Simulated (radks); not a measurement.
All-electron atom: Kr IV in [Ar] 3d(3/2: 4, 5/2: 5) 4s2 4p(1/2: 2, 3/2: 2) (not the ground configuration).

All-electron calculation, Dirac Kohn-Sham, BLYP, spin-unpolarised, spherical densities, finite nucleus; Fermi nuclear charge, rms radius 4.1884 fm. Program: a radial shooting solver on a logarithmic mesh with Libxc functionals.

Energy parts (Ry):
| part | energy |
|---|---|
| total | -5570.11833 |
| kinetic | 5721.21259 |
| electron-nucleus | -13332.47968 |
| Hartree | 2231.25083 |
| exchange-correlation | -190.10208 |

Orbitals (lengths in bohr, moments of r in powers of bohr; <r^-3> diverges for s and p1/2):
orbital	occ.	eigenvalue (Ry)	<1/r>	<r^2>	<r^4>	<r^-3>
1s1/2	2	-1044.794	36.77	0.002318	0.00001386	-
2s1/2	2	-141.4048	8.228	0.03964	0.002719	-
2p1/2	2	-128.2298	8.198	0.03038	0.001860	-
2p3/2	4	-124.2712	7.913	0.03181	0.002020	1428
3s1/2	2	-23.40049	2.740	0.3175	0.1585	-
3p1/2	2	-18.74588	2.630	0.3248	0.1760	-
3p3/2	4	-18.14783	2.562	0.3371	0.1893	217.9
3d3/2	4	-10.04569	2.335	0.3516	0.2534	28.98
3d5/2	5	-9.94463	2.318	0.3561	0.2598	27.99
4s1/2	2	-4.58706	0.9484	2.280	7.855	-
4p1/2	2	-3.41944	0.8391	2.865	12.83	-
4p3/2	2	-3.34610	0.8228	2.961	13.68	26.87

The highest occupied level is 4p3/2 at -45.526 eV. The electron density at the nucleus is 4.946e+04 e/bohr^3. The density falls to 0.001 e/bohr^3 at r = 3.25 bohr.
